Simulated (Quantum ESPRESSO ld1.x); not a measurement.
Species: Ge+. Configuration: [Ar] 3d9.5 4s2 4p1 5s0.5 (fractional occupations, a model configuration). Calculated with ld1.x of Quantum ESPRESSO 7.5: scalar-relativistic Kohn-Sham, exchange-only LDA, spin-polarised, spherical densities, point nucleus; open shells are filled with parallel spins first.

Normalised radial functions P(r) = r R(r), r in bohr:

r          3d up  3d down    5s up
0.005966  0.0001   0.0001   0.0276
0.008021  0.0002   0.0002   0.0342
0.01078   0.0005   0.0005   0.0414
0.0145    0.0012   0.0012   0.0481
0.01949   0.0028   0.0028   0.0528
0.02642   0.0064   0.0064   0.0528
0.03552   0.0141   0.0141   0.0447
0.04775   0.0303   0.0303   0.0250
0.0642    0.0626   0.0626  -0.0074
0.08632   0.1234   0.1234  -0.0479
0.116     0.2293   0.2294  -0.0827
0.156     0.3957   0.3959  -0.0890
0.2098    0.6235   0.6237  -0.0466
0.282     0.8800   0.8801   0.0402
0.3822    1.0947   1.0948   0.1275
0.5139    1.1647   1.1650   0.1390
0.6909    1.0567   1.0576   0.0413
0.9289    0.8131   0.8140  -0.1236
1.249     0.5233   0.5230  -0.2513
1.679     0.2729   0.2711  -0.2353
2.258     0.1088   0.1069  -0.0385
3.035     0.0302   0.0293   0.2553
4.081     0.0052   0.0049   0.4734
5.53      0.0004   0.0004   0.4775
7.435     0.0000   0.0000   0.2946
9.997     0.0000   0.0000   0.1051
13.44     0.0000   0.0000   0.0195
18.07     0.0000   0.0000   0.0016

3d up: eigenvalue -44.863 eV, 0 radial nodes, <r> = 0.719 bohr, 90 % of the charge inside 1.21 bohr. 3d down: eigenvalue -44.008 eV, 0 radial nodes, <r> = 0.718 bohr, 90 % of the charge inside 1.21 bohr. 5s up: eigenvalue -5.658 eV, 4 radial nodes at r = 0.0605, 0.249, 0.748, 2.35 bohr, <r> = 5.25 bohr, 90 % of the charge inside 7.56 bohr.
